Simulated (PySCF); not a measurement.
Species: C₈H₈F (doublet state).
Cartesian coordinates in Å at the GFN2-xTB level; atoms count from 1:
```
atom  x, y, z in Å
C1     2.9204   -0.0707    0.6525
C2     1.7036   -0.0109    1.0612
C3     0.4340    0.0598    1.5360
C4     0.1816    0.1109    2.8985
C5    -0.6959    0.0839    0.6111
C6    -0.6597   -0.0075   -0.7260
F7     0.5229   -0.1403   -1.3728
C8    -1.8215    0.0188   -1.5870
C9    -1.7681   -0.1055   -2.9102
H10    3.5030    0.8138    0.4261
H11    3.4315   -1.0094    0.4792
H12   -0.8240    0.1605    3.2713
H13    0.9853    0.0960    3.6105
H14   -1.6688    0.1817    1.0689
H15   -2.7646    0.1484   -1.0755
H16   -0.8307   -0.2385   -3.4240
H17   -2.6560   -0.0786   -3.5170
```

The hyperfine couplings belong to this conformer and change with its torsions.

Identity: `C=[C]C(=C)/C=C(\F)C=C` [radical].

Method used: UKS B3LYP, pcH-1 on C F H, non-relativistic, mean-field spin-orbit, GIAO (PySCF 2.14.0). One conformer (not necessarily the lowest) at the GFN2-xTB geometry, without solvent, vibrations or thermal averaging. Couplings are sensitive to structure, and on GFN2-xTB geometries they can be far from those on DFT ones. No stability test was run, so a lower SCF solution isn't excluded. ⟨S²⟩ is 0.790 where a pure state has 0.75.

Q: What is the g tensor, term by term?

A: 
```tsv
Δg (ppm)	1	2	3
relativistic mass correction	-136	-136	-136
gauge correction	33	3	32
orbital Zeeman/spin–orbit	-85	1	447
total	-188	-132	343
```

So g = 2.00213, 2.00219, 2.00266 and g_iso = 2.00233; the tensor is close to axial: the two nearest values differ by 11 % of g3 − g1. Axes: g1 points within 11° of the C2–C3 bond.

Q: Average each term over the three axes. Which is largest in size?

A: The mass correction -136, the orbital-Zeeman/spin–orbit term 121 and the gauge correction 23 ppm, for a total of 8 ppm. The mass correction is the largest in size. The mass correction is the same along every axis, so the anisotropy comes from the other two: their spans along these axes are 30 (gauge) and 532 ppm (orbital Zeeman/spin–orbit).

Q: At 9.742 GHz, how far is the centre of the isotropic spectrum from where a free electron (g = 2.002319) resonates?

A: B = hν/(g μB) with μB/h = 13.99624 MHz/mT gives 347.62 mT for the free electron and 347.62 mT at g_iso, the same within 0.01 mT.

Q: In a frozen sample, at which fields do the three g values resonate at 9.5, 34, 94 and 263 GHz (hyperfine left aside), and which band first spreads them over more than twice a line width of 0.3 mT?

A: 
```csv
band,GHz,B(g3) mT,B(g2) mT,B(g1) mT,spread mT
X,9.5,338.93,339.01,339.02,0.09
Q,34.0,1213.00,1213.28,1213.32,0.32
W,94.0,3353.58,3354.37,3354.47,0.89
J,263.0,9382.89,9385.11,9385.38,2.49
```

The spread grows in proportion to the frequency. W band is the first where it exceeds 0.6 mT.

The Mulliken spin populations are largest on C4 (+0.73), C2 (+0.61), C3 (-0.23) and C1 (-0.12). The angles at C4 add up to 360.0°, so it is planar; its axial dipolar tensor and the negative couplings of its protons fit spin in a p orbital normal to that plane.

The HOMO–LUMO gaps are 3.66 eV among the α and 4.07 eV among the β orbitals.

Hardware: one thread, Arm Neoverse V1 (aarch64), no GPU, on a shared host. Cost: 1.7 min (grids of density and orbitals included), 1.1 GiB resident at most.

The SMILES draws the unpaired electron on C2; the largest computed Mulliken spin population is on C4 (0.73 against 0.61).
